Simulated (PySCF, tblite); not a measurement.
Isomers of CH9ClOSi3. Method: GFN2-xTB as coded in tblite; computed harmonic values from a numerical Hessian at the method's own geometry, unscaled. This tight-binding method is rough: wavenumbers can miss measured ones by several per cent, in bad cases by 10 to 20. Modes of hydrogen on silicon can be 10 to 20 % off. One conformer each.

Electronic energies: PBE0/pcSseg-1 single points on the GFN2-xTB geometries (PySCF, gas phase).

```json
{"SMILES": "[SiH3]O[Si@@H]([SiH3])CCl", "electronic energy, lowest = 0 (kJ/mol)": "187.2"}
{"SMILES": "[SiH3]O[SiH2][SiH2]CCl", "electronic energy, lowest = 0 (kJ/mol)": "201.3"}
{"SMILES": "[SiH3][SiH2]O[SiH2]CCl", "electronic energy, lowest = 0 (kJ/mol)": "188.2"}
{"SMILES": "[SiH3]C[Si@H](Cl)O[SiH3]", "electronic energy, lowest = 0 (kJ/mol)": "0.0"}
{"SMILES": "C[Si@H]([SiH3])O[SiH2]Cl", "electronic energy, lowest = 0 (kJ/mol)": "6.2"}
```

Q: How do GFN2-xTB zero-point energies change the relative energies?

A: 
```tsv
SMILES	ZPE (kJ/mol)	of it from modes above 1550 cm⁻¹	electronic (kJ/mol)	with ZPE, lowest = 0 (kJ/mol)	lowest mode (cm⁻¹)	rings
[SiH3]C[Si@H](Cl)O[SiH3]	233.8	130.6	0.0	0.0	14i	0
C[Si@H]([SiH3])O[SiH2]Cl	239.4	134.9	6.2	11.8	9	0
[SiH3]O[Si@@H]([SiH3])CCl	230.5	129.4	187.2	183.9	15i	0
[SiH3][SiH2]O[SiH2]CCl	232.7	129.4	188.2	187.1	12i	0
[SiH3]O[SiH2][SiH2]CCl	231.8	129.1	201.3	199.4	12i	0
```

The zero-point energies span 8.9 kJ/mol, from `[SiH3]O[Si@@H]([SiH3])CCl` to `C[Si@H]([SiH3])O[SiH2]Cl`. Slightly imaginary modes are left out of the zero-point energy: `[SiH3]C[Si@H](Cl)O[SiH3]` 14.4i cm⁻¹, `[SiH3]O[Si@@H]([SiH3])CCl` 14.7i cm⁻¹, `[SiH3][SiH2]O[SiH2]CCl` 12.2i cm⁻¹ and `[SiH3]O[SiH2][SiH2]CCl` 12.2i, 7.9i cm⁻¹. The order is unchanged.

Q: And how do the electronic energies of GFN2-xTB itself compare?

A: `[SiH3]C[Si@H](Cl)O[SiH3]` 0.0; `C[Si@H]([SiH3])O[SiH2]Cl` 22.6; `[SiH3]O[Si@@H]([SiH3])CCl` 156.8; `[SiH3][SiH2]O[SiH2]CCl` 157.7; `[SiH3]O[SiH2][SiH2]CCl` 153.5 kJ/mol, lowest = 0. Against the energies above, taken from the same isomer `[SiH3]C[Si@H](Cl)O[SiH3]`, the largest difference is 47.8 kJ/mol.
